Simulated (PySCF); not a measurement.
## Dipole response of Nb(2+) (niobium, charge +2)

[Kr] 4d2 5s1, high-spin 4F determinant (an excited configuration). All numbers are calculated (PySCF 2.14, the spin-free X2C one-electron Hamiltonian (Gaussian nucleus), in aug-cc-pVTZ-DK (9s8p6d3f2g, 102 functions)). Coupled (time-dependent) response in atomic units; α is the mean over directions.

```json
{"method": "MN15", "mean α (bohr³)": "35.24", "C₆ (like pair)": "225.4", "S(−4)": "874.9"}
```

S(−4) is the Cauchy moment in α(ω) = α(0) + S(−4) ω² + …

Spin-orbit coupling is absent.

α(iu) at MN15:

```csv
u (hartree),α(iu) (bohr³)
0,35.24
0.0500,33.21
0.100,28.50
0.200,19.13
0.300,13.35
0.500,7.997
0.750,5.267
1.00,3.872
1.50,2.400
2.00,1.630
3.00,0.8798
5.00,0.3692
```

A single London oscillator, α(iu) = α/(1 + u²/ω²), gives C₆ = (3/4) ω α². Matching the computed C₆ needs ω = 4 × 225.4 / (3 × 35.24²) = 0.242 hartree.

For an ion, C₆ is the dispersion term alone; charge-induced terms of lower order in 1/R come first.
